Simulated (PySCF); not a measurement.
ClSi, SMILES [Si]Cl (connectivity only; charge and spin as stated), charge +1, multiplicity 1.

Geometry: PBE-D3(BJ)/def2-TZVPD.

Computed with PBE-D3(BJ)/def2-TZVPD (PySCF 2.14.0).

Frequencies are harmonic and unscaled.

Computed vibrational spectrum:
| mode | ν (cm⁻¹) | IR (km/mol) | Raman (Å⁴/amu) | depolarisation | moving atoms (share of kinetic energy) |
|---|---|---|---|---|---|
| 1 | 639 | 109.2 | 27.1 | 0.21 | Si 56 %, Cl 44 % |
